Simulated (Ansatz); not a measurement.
A trace of molecular dynamics of C2H10N2Si (15 atoms, charge 0, multiplicity 1).

All numbers below come from RKS PBE0-D4/STO-3G in Ansatz.

```
ensemble                      : NVE (velocity Verlet)
starting velocities drawn for : 3000 K
seed                          : 687117
```

```csv
time (fs),T (K),potential energy less start (eV),conserved less start (meV/atom)
0,3000,0.000,0.00
6,1753,2.180,5.63
12,1777,2.152,6.48
18,1686,2.309,6.71
24,1680,2.284,4.36
30,1713,2.211,3.21
36,1406,2.768,5.98
42,2118,1.553,4.74
48,1748,2.186,5.53
54,1843,2.033,5.90
60,1748,2.188,5.57
66,1960,1.806,3.96
72,2035,1.665,2.87
78,1772,2.123,3.97
84,1792,2.124,6.25
90,1200,3.133,7.21
96,2284,1.244,2.69
102,1760,2.138,3.58
108,1618,2.395,4.81
114,1730,2.215,5.40
120,1533,2.543,5.15
126,1658,2.300,3.05
132,1681,2.252,2.38
138,2119,1.554,4.93
144,1296,2.951,5.92
150,2291,1.243,3.43
156,1800,2.093,5.12
162,1665,2.320,5.12
```

**Question.** Can this run be trusted? Judge the integration.

**Answer.** The conserved energy wandered by up to 7.2 meV per atom (net 3.6 meV per atom), which is poor conservation. Over the second half the temperature averaged 0.58 of the 3000 K drawn at the start: a run that starts near a minimum puts about half its kinetic energy into the potential. A run of 0.17 ps of so small a system gives no equilibrium averages. Limits of this set-up: minimal basis. The time step was 1 fs.

Time of the run: 10 min on 1 thread of Intel(R) Xeon(R) Platinum 8259CL CPU @ 2.50GHz (Skylake/Cascade Lake), with other jobs on the host, peak memory 0.13 GiB.
